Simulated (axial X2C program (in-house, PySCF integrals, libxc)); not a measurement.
Potential curves of CoTe, without spin–orbit coupling

Calculated with an in-house all-electron X2C program for linear molecules (integrals from PySCF). Spin-free means the one-electron spin-free X2C Hamiltonian. Basis: Te dyall-cv3z [11s12p8d4f1g], Co dyall-cv3z [9s10p6d3f2g] (cores contracted in-house); Gaussian nuclei, density fitting, unrestricted open shells. Masses: Te 129.906 u, Co 58.933 u.

State: M_S = 3/2, Λ = 2 (beyond evenly filled blocks: π+α, π-α, δ+α, δ+β, δ-α). Energies in kJ/mol from the fragments at the same level (Te + Co). Fits are polynomials in 1 − R0/R over 0.85 to 1.23 times the lowest point R0.

| R (Å) | CCSD |
| --- | --- |
| 2.0912 | -99.16 |
| 2.1601 | -122.46 |
| 2.2291 | -133.80 |
| 2.2980 | -136.35 |
| 2.3784 | -131.76 |
| 2.4589 | -121.76 |
| 2.5623 | -104.09 |

Correlated methods: 15 electrons correlated (number of frozen shells: Te 4 s, 3 p, 2 d; Co 3 s, 2 p), 299 virtual spin orbitals or spinors in MP2, 110 natural virtuals in coupled cluster.

The state is one determinant whose occupation by symmetry is held fixed; it was picked as the lowest of a PBE0 search that is not exhaustive. De is counted from the lowest determinant-based energies of the atoms at the same level, without counterpoise correction. CCSD ran in a truncated set of natural virtual spinors with an MP2 remainder; without triples it tends to underbind. PBE0 can misorder states that lie within some tenths of an eV, so this need not be the ground state of the molecule. The nearest other spin-free determinant of the search, M_S = 1/2, Λ = 4, lies 0.57 eV up at the distance of the search. The determinant is spin-polarised beyond a pure state at some levels (its spin-free form has ⟨S²⟩ too high), which makes Re and μ there less reliable. The T1 diagnostic is large, a sign of multireference character. With the outer-core shells frozen, correlated bond lengths of heavy atoms tend to come out a few hundredths of an ångström too long. Spin-free De lacks the spin–orbit lowering of the heavy p-block atom, a tenth of an eV or more for 4p and 5p, up to an eV for 6p and one to two eV for 7p atoms, less what an open-shell molecule gains itself. Coupled cluster ran on the points near the minimum only. MP2 and coupled cluster on one determinant become unreliable at the stretched end.

(1) What are Re, ωe and De at the CCSD level?

## Answers

(1) At CCSD, spin-free: Re = 2.288 Å, ωe ≈ 306 cm⁻¹, De = 1.41 eV to Te + Co; Be follows as 0.0794 cm⁻¹.
